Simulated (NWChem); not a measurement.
SiHSClF2; SMILES F[Si](Cl)(F)S

```xyz
6

F     -1.3038    -0.0063    -1.2921
Si    -0.3319     0.0009     0.0011
F     -1.2776    -0.1321     1.3105
S      0.7412     1.8271    -0.0485
Cl     0.8732    -1.6566    -0.0276
H      1.5644     1.4292     0.9631
```
Atoms are numbered in this order, from 1.

Computed with NWChem. Pople sets run with spherical d functions. The geometry was optimised at PBE-D3(BJ)/def2-SVP. Core excitations by TDA in a window of 1s orbitals, non-relativistic and unshifted: absolute energies depend strongly on the exact-exchange share.

Problem. What does the run give for Si K edge, B3LYP/6-311G**? Quantities: first 1s excitation (eV); dipole oscillator strength of the first; first state with f > 0.002 (eV); dipole oscillator strength of that state.

Solution. 
```yaml
first 1s excitation (eV): 1800.0
dipole_oscillator_strength_of_the_first: 0.0013
first state with f > 0.002 (eV): 1801.5
dipole_oscillator_strength_of_that_state: 0.0039
```
